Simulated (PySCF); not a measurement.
**Dipole response of Be(2+) (beryllium, charge +2)**

1s2, closed-shell 1S. All numbers are calculated (PySCF 2.14, the spin-free X2C one-electron Hamiltonian (Gaussian nucleus), in aug-cc-pCVTZ-DK with one added diffuse shell each of s, p, d, f type (8s7p5d3f, 75 functions)). Coupled (time-dependent) response in atomic units; α is the mean over directions.

```
method  mean α (bohr³)  C₆ (like pair)     S(−4)
   UHF         0.04806        0.009852  0.001738
   PBE         0.05172         0.01082  0.002105
  PBE0         0.05067         0.01054  0.001994
 HSE06         0.05063         0.01052  0.001992
```

S(−4) is the Cauchy moment in α(ω) = α(0) + S(−4) ω² + …

α(iu) at UHF:

| u (hartree) | α(iu) (bohr³) |
| --- | --- |
| 0 | 0.04806 |
| 0.0500 | 0.04805 |
| 0.100 | 0.04804 |
| 0.200 | 0.04799 |
| 0.300 | 0.04790 |
| 0.500 | 0.04763 |
| 0.750 | 0.04710 |
| 1.00 | 0.04639 |
| 1.50 | 0.04449 |
| 2.00 | 0.04211 |
| 3.00 | 0.03670 |
| 5.00 | 0.02660 |

A single London oscillator, α(iu) = α/(1 + u²/ω²), gives C₆ = (3/4) ω α². Matching the computed C₆ needs ω = 4 × 0.009852 / (3 × 0.04806²) = 5.69 hartree.

For an ion, C₆ is the dispersion term alone; charge-induced terms of lower order in 1/R come first.
